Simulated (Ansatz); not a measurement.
Geometry optimisation, Ansatz, RKS BLYP/STO-3G.

Input:

```yaml
crystal:
  periodic: [false, false, false]
  atoms:
    - { symbol: F, position_ang: [-0.265, -0.0446, 2.0335] }
    - { symbol: C, position_ang: [0.6415, -0.376, 1.1323] }
    - { symbol: Cl, position_ang: [1.3936, -1.8485, 1.7342] }
    - { symbol: C, position_ang: [0.0756, -0.6312, -0.2193] }
    - { symbol: Si, position_ang: [-0.6584, 0.8851, -1.051] }
    - { symbol: H, position_ang: [1.4046, 0.43, 1.0948] }
    - { symbol: H, position_ang: [0.7579, -1.0973, -0.8902] }
    - { symbol: H, position_ang: [-0.7861, -1.3352, -0.1022] }
    - { symbol: H, position_ang: [-1.7377, 1.5249, -0.1846] }
    - { symbol: H, position_ang: [0.4433, 1.8758, -1.1698] }
    - { symbol: H, position_ang: [-1.2039, 0.5601, -2.357] }
basis:
  gaussian: { orbitals: STO-3G }
hamiltonian:
  xc: blyp
relax:
  f_tol: 0.02
  max_steps: 40
scf:
  lower_state_search: "off"
```

Run as:

```bash
$ ansatz run input.yaml --threads 1 --pin off --max-ram 2048MiB --backend cpu --events-out ev --progress --plain --runs-dir out
```

**Question.** Where does it end, and by what steps?

**Answer.** The forces met the threshold. Limits of this set-up: minimal basis. After 7 steps the energy has fallen by 0.974 eV; Cl3 moved furthest, 0.21 Å.

| step | energy less start (eV) | largest force component (eV/Å) | accepted |
| --- | --- | --- | --- |
| 0 | 0.0000 | 4.115 | yes |
| 1 | -0.8522 | 1.520 | yes |
| 2 | -0.9599 | 0.518 | yes |
| 3 | -0.9665 | 0.256 | yes |
| 4 | -0.9727 | 0.039 | yes |
| 5 | -0.9733 | 0.022 | yes |
| 6 | -0.9739 | 0.035 | yes |
| 7 | -0.9742 | 0.018 | yes |

```xyz
11
Properties=species:S:1:pos:R:3
F -0.268 0.138 2.087
C 0.653 -0.356 1.168
Cl 1.391 -2.026 1.846
C 0.024 -0.625 -0.257
Si -0.705 0.942 -1.064
H 1.565 0.311 1.109
H 0.828 -1.046 -0.895
H -0.757 -1.406 -0.154
H -1.782 1.469 -0.242
H 0.336 1.949 -1.199
H -1.219 0.593 -2.378
```

Time of the run: 9.4 s on 1 thread of Intel(R) Xeon(R) 6975P-C (Granite Rapids) (shared host), peak memory 0.15 GiB.
